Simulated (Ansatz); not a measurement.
```tsv
atom	x (Å)	y (Å)	z (Å)
B	-0.0327	-0.0105	0.0363
H	1.2172	0.0195	-0.0448
H	-0.5711	1.0270	-0.0339
H	-0.6064	-1.0033	-0.0276
```

Basis set: def2-TZVP (spherical functions). Correlated methods keep 1 orbital frozen. Charge 0, multiplicity 1.

Computed with Ansatz (development build ahead of 0.2.0); each method stands on the lowest determinant of its kind that the runs found. Restricted open shells among the atoms or ions are ROHF, correlated in semicanonical orbitals with singles.

The atomization energy at this shape (free ground-state atoms in the same class of orbitals less the molecule, no zero-point energy) of singlet BH3:

| method | atomization energy |
| --- | --- |
| RHF-MP2 | 1120.7 kJ/mol |

**Question.** What does RHF give?

**Answer.** 967.0 kJ/mol.
